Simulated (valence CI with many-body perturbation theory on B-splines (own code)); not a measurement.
# Pt VII: M1 decay

Calculated by valence CI with perturbative core correlation (CI+MBPT): four valence electrons over a frozen Dirac-Fock core [Xe] 4f14, a basis of 9 s, 9 p, 10 d, 8 f, 5 g, 3 h, 1 i functions for each j, with the one-electron correlation potential Σ1, the two-electron term Σ2, the three-electron term Σ3, Breit, model QED; selected CI, second order for the rest, scaled by the run's own slope (own B-spline code, finite nucleus).

No measured levels were compared; by estimate terms of the open shell hold to 2 to 4 % of their energy, and close levels can change places; different configurations can be misplaced against each other by 1,000 to 8,000 cm⁻¹. Core correlation moves these levels by up to 16000 cm⁻¹, and in measured spectra 5 to 20 % of such shifts remained as error; rates that hang on mixing are uncertain with them. Only levels of the ground parity were solved; by the run's estimate the other parity begins above the list, which can be wrong where configurations are misplaced.

Lines 1 to 50 of 120 in falling wavelength, among levels below 208670 cm⁻¹, chosen from the decays that carry over 1 % of a level's rate. Wavelengths and rates use the calculated energies, so an error of 2000 cm⁻¹ moves a line at 22150 Å by 44 % and its rate by three times that or more. S is in atomic units (e²a₀⁴ for E2 and M2, e²a₀⁶ for E3), for M1 in squared Bohr magnetons. Weak lines are less certain than strong ones. Lines between different terms over intervals too small for the method are left out, as are lines whose strength nearly cancels. Intervals below about 2000 cm⁻¹, as at the head of this list, are uncertain by tens of per cent.

Levels are named by their leading jj configuration (3d3/2^4 stands for four electrons in 3d with j = 3/2), which in mixed levels can hold well under half, so a name can repeat and another be missing. Letters in brackets count levels of one name in rising energy.

```csv
λ vac (Å),Upper,Lower,Type,A (s⁻¹),S (a.u.)
55780,(5d3/2^3 5d5/2) J=4,(5d3/2^2 5d5/2^2) J=3 [a],M1,1.04e-01,6.01e+00
34350,(5d3/2^2 5d5/2^2) J=6,(5d3/2^2 5d5/2^2) J=5,M1,2.82e-01,5.52e+00
24570,(5d3/2^2 5d5/2^2) J=3 [a],(5d3/2^2 5d5/2^2) J=2 [a],M1,2.59e+00,9.96e+00
22150,(5d3/2^2 5d5/2^2) J=3 [b],(5d3/2^2 5d5/2^2) J=4 [a],M1,5.88e-01,1.66e+00
17230,(5d3/2^2 5d5/2^2) J=2 [a],(5d3/2^3 5d5/2) J=1,M1,8.85e+00,8.40e+00
15690,(5d3/2^2 5d5/2^2) J=2 [e],(5d3/2^2 5d5/2^2) J=2 [d],M1,1.89e+00,1.35e+00
15330,(5d3/2^2 5d5/2^2) J=2 [c],(5d3/2^2 5d5/2^2) J=1,M1,2.99e+00,2.00e+00
15030,(5d3/2^2 5d5/2^2) J=5,(5d3/2^2 5d5/2^2) J=4 [a],M1,4.68e+00,6.48e+00
14880,(5d3/2^2 5d5/2^2) J=2 [d],(5d3/2 5d5/2^3) J=1 [a],M1,2.29e+00,1.40e+00
13430,(5d3/2^3 5d5/2) J=1,(5d3/2^4) J=0,M1,1.56e+01,4.20e+00
13330,(5d3/2^2 5d5/2^2) J=4 [c],(5d3/2 5d5/2^3) J=5,M1,1.41e+00,1.11e+00
11970,(5d3/2 5d5/2^3) J=3 [c],(5d3/2^2 5d5/2^2) J=2 [e],M1,4.15e+00,1.85e+00
11660,(5d3/2^2 5d5/2^2) J=4 [b],(5d3/2^2 5d5/2^2) J=3 [b],M1,9.48e+00,5.01e+00
11590,(5d3/2^2 5d5/2^2) J=2 [c],(5d3/2^2 5d5/2^2) J=2 [b],M1,3.21e+00,9.26e-01
11270,(5d3/2 5d5/2^3) J=2 [a],(5d3/2^2 5d5/2^2) J=2 [c],M1,2.55e+00,6.76e-01
11170,(5d3/2^2 5d5/2^2) J=1,(5d3/2^2 5d5/2^2) J=0 [a],M1,1.18e+01,1.83e+00
11040,(5d3/2^2 5d5/2^2) J=4 [a],(5d3/2^3 5d5/2) J=4,M1,2.00e+01,9.01e+00
10570,(5d3/2^2 5d5/2^2) J=2 [d],(5d3/2 5d5/2^3) J=2 [a],M1,1.65e+00,3.62e-01
10420,(5d3/2^2 5d5/2^2) J=2 [c],(5d3/2^2 5d5/2^2) J=3 [b],M1,2.84e-01,5.96e-02
9956,(5d3/2 5d5/2^3) J=4 [a],(5d3/2^2 5d5/2^2) J=5,M1,5.75e+00,1.89e+00
9849,(5d3/2^2 5d5/2^2) J=3 [c],(5d3/2^2 5d5/2^2) J=2 [b],M1,1.30e+00,3.21e-01
9315,(5d3/2^2 5d5/2^2) J=4 [c],(5d3/2 5d5/2^3) J=3 [a],M1,2.30e+00,6.21e-01
9219,(5d3/2^2 5d5/2^2) J=4 [a],(5d3/2^2 5d5/2^2) J=3 [a],M1,6.24e+00,1.63e+00
9181,(5d3/2 5d5/2^3) J=5,(5d3/2^2 5d5/2^2) J=4 [b],M1,2.16e+01,6.82e+00
8610,(5d3/2 5d5/2^3) J=1 [a],(5d3/2^2 5d5/2^2) J=2 [c],M1,1.33e+01,9.43e-01
8553,(5d3/2^2 5d5/2^2) J=2 [d],(5d3/2 5d5/2^3) J=3 [a],M1,4.61e+00,5.35e-01
8207,(5d3/2 5d5/2^3) J=4 [a],(5d3/2^2 5d5/2^2) J=3 [b],M1,2.73e+00,5.04e-01
7910,(5d3/2 5d5/2^3) J=3 [b],(5d3/2 5d5/2^3) J=2 [a],M1,2.35e+00,3.01e-01
7639,(5d3/2^2 5d5/2^2) J=4 [b],(5d3/2^2 5d5/2^2) J=4 [a],M1,1.19e+01,1.76e+00
7370,(5d3/2^2 5d5/2^2) J=3 [b],(5d3/2^3 5d5/2) J=4,M1,2.07e+00,2.15e-01
7184,(5d5/2^4) J=4,(5d3/2^2 5d5/2^2) J=4 [c],M1,5.16e+00,6.39e-01
6936,(5d3/2 5d5/2^3) J=5,(5d3/2^2 5d5/2^2) J=6,M1,1.35e+01,1.84e+00
6789,(5d3/2 5d5/2^3) J=3 [c],(5d3/2^2 5d5/2^2) J=2 [d],M1,8.42e+00,6.84e-01
6763,(5d3/2^2 5d5/2^2) J=4 [c],(5d3/2 5d5/2^3) J=4 [a],M1,1.97e+01,2.03e+00
6723,(5d3/2 5d5/2^3) J=3 [b],(5d3/2 5d5/2^3) J=3 [a],M1,1.49e+01,1.17e+00
6547,(5d3/2 5d5/2^3) J=3 [a],(5d3/2^2 5d5/2^2) J=2 [b],M1,4.81e+01,3.50e+00
6510,(5d3/2^2 5d5/2^2) J=3 [b],(5d3/2^2 5d5/2^2) J=3 [a],M1,3.06e+01,2.19e+00
6493,(5d3/2 5d5/2^3) J=2 [a],(5d3/2^2 5d5/2^2) J=1,M1,8.23e+00,4.18e-01
6375,(5d3/2 5d5/2^3) J=3 [c],(5d3/2^2 5d5/2^2) J=4 [c],M1,2.66e+01,1.79e+00
6366,(5d3/2^2 5d5/2^2) J=5,(5d3/2^3 5d5/2) J=4,M1,1.38e+01,1.45e+00
6317,(5d3/2^2 5d5/2^2) J=2 [e],(5d3/2 5d5/2^3) J=2 [a],M1,2.49e+01,1.16e+00
6307,(5d3/2^2 5d5/2^2) J=4 [c],(5d3/2^2 5d5/2^2) J=3 [c],M1,1.05e+01,8.76e-01
6159,(5d3/2 5d5/2^3) J=3 [a],(5d3/2^2 5d5/2^2) J=3 [b],M1,4.82e+01,2.92e+00
6104,(5d3/2 5d5/2^3) J=6,(5d3/2^2 5d5/2^2) J=6,M1,3.04e+01,3.33e+00
5989,(5d3/2 5d5/2^3) J=4 [a],(5d3/2^2 5d5/2^2) J=4 [a],M1,7.15e+01,5.12e+00
5948,(5d3/2^2 5d5/2^2) J=2 [d],(5d3/2^2 5d5/2^2) J=3 [c],M1,2.74e+01,1.07e+00
5771,(5d3/2 5d5/2^3) J=5,(5d3/2^2 5d5/2^2) J=5,M1,2.20e+01,1.72e+00
5712,(5d3/2 5d5/2^3) J=2 [a],(5d3/2^2 5d5/2^2) J=2 [b],M1,1.65e+01,5.70e-01
5514,(5d3/2 5d5/2^3) J=1 [a],(5d3/2^2 5d5/2^2) J=1,M1,4.22e+01,7.86e-01
5454,(5d3/2^2 5d5/2^2) J=2 [d],(5d3/2^2 5d5/2^2) J=2 [c],M1,2.40e+01,7.22e-01
```
